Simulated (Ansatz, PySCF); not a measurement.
Species: sum formula H6SiN3O, charge 0, multiplicity 2. It need not be the lowest isomer of its formula. 
Coordinates optimised at B3LYP-D3(BJ)/def2-TZVP (Ansatz, a first-principles code):
```xyz
11

Si     0.0440    -0.0577     0.0275
O     -0.6549    -1.3559     0.7139
N     -1.4289     0.8562    -0.1705
N      1.1286     0.9359     0.8966
N      0.8244    -0.5031    -1.4126
H     -2.1200     0.5005    -0.8162
H     -1.8812     1.2758     0.6302
H      2.0776     0.6247     1.0316
H      0.8197     1.4960     1.6754
H      0.6186    -1.3666    -1.8843
H      1.4409     0.1009    -1.9282
```
Charge 0, spin multiplicity 2.

Total electronic energies in hartree. Cores are frozen in the correlated levels unless marked. Open shells are spin-unrestricted. No spin-orbit coupling. No relativistic terms. CBS(X,Y): correlation extrapolated as X^-3; Hartree-Fock from the larger set. [CCSD(T)-MP2]/basis is that difference in the basis named.

| level | program | energy (Eh) |
|---|---|---|
| HF/STO-3G | Ansatz | -524.19312 |
| HF-D3(BJ)/def2-TZVPD | PySCF + dftd3 | -530.92902 |
| BLYP/def2-TZVPD | Ansatz | -532.72187 |
| revPBE-D3(BJ)/def2-TZVPD | Ansatz + dftd3 | -532.66539 |
| r2SCAN/def2-TZVPD | Ansatz | -532.63609 |
| PBE0/6-31G* | Ansatz | -532.22270 |
| PBE0/def2-SVP | Ansatz | ___ |
| BHLYP-D4/def2-TZVPD | Ansatz + dftd4 | -532.66305 |
| TPSSh-D3(BJ)/def2-TZVPD | PySCF + dftd3 | -532.80845 |
| TPSSh/def2-TZVPD | PySCF | -532.79877 |
| M06-2X/def2-TZVPD | PySCF | -532.66174 |
| HSE06-D3(BJ)/def2-TZVPD | Ansatz + dftd3 | -532.37606 |
| HSE06/def2-TZVPD | Ansatz | -532.37058 |
| LC-wPBE-D3(BJ)/def2-TZVPD | Ansatz + dftd3 | -532.55144 |
| LC-wPBE/def2-TZVPD | Ansatz | -532.54356 |
| wB97M-V/def2-TZVPD | Ansatz | -532.67674 |
| B2GP-PLYP/def2-TZVPD | Ansatz | -532.39380 |
| B2PLYP/def2-TZVPD | Ansatz | -532.48135 |
| MP2/cc-pV(T+d)Z | Ansatz | -531.80791 |
| SCS-MP2/STO-3G | Ansatz | -524.37517 |
| SCS-MP2/6-31G* | Ansatz | -531.39080 |
| CCSD(T)/cc-pV(D+d)Z | Ansatz | -531.56248 |
| RI-MP2/CBS(cc-pV(T+d)Z,cc-pV(Q+d)Z)+[CCSD(T)-MP2]/cc-pV(T+d)Z | Ansatz | -532.0360 |

Task: Some entries are withheld; supply them.

Result: 
- PBE0/def2-SVP, energy (Eh): -531.97307
